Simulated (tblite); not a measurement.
**Question.** Give a GFN2-xTB geometry of InChI=1S/C5H5FOSi/c6-5-2-1-4(3-7)8-5/h1-3H,8H2.

**Answer.** 
Z-matrix in Å and degrees, rows numbered from 1:
```
O 
C   1  1.2102
C   2  1.4418  1  124.06
C   3  1.3550  2  124.39  1  -179.96
C   4  1.4412  3  117.01  2   179.91
C   5  1.3434  4  114.03  3     0.02
F   6  1.3402  5  121.86  4   179.99
Si  3  1.8930  2  124.97  1    -0.02
H   2  1.1097  1  120.83  3   179.97
H   4  1.0816  3  123.23  2    -0.02
H   5  1.0789  4  121.35  3  -179.99
H   8  1.4580  3  114.51  2    68.80
H   8  1.4580  3  114.59  2   -68.53
```

Si8 (SiH2 silicon) has angles from 86.3° to 115.8°. The 5-membered ring C3–C4–C5–C6–Si8 has internal angles of 86.3° to 117.0°; it is planar, 0.00 Å rms from its mean plane, widest ring torsion 0°. The C–Si distances run from 1.893 Å (C3–Si8, drawn single) to 1.915 Å (C6–Si8, drawn single), a spread of 0.022 Å. The C–C distances run from 1.343 Å (C5=C6, drawn double) to 1.442 Å (C2–C3, drawn single), a spread of 0.099 Å.

Computed geometry: GFN2-xTB, gas phase.

Point group: Cs (tolerance 0.08 Å). Its GFN2-xTB frequencies are all real (lowest 82 cm⁻¹). The numbers are those of one conformer (O1–C2–C3–C4 180°).
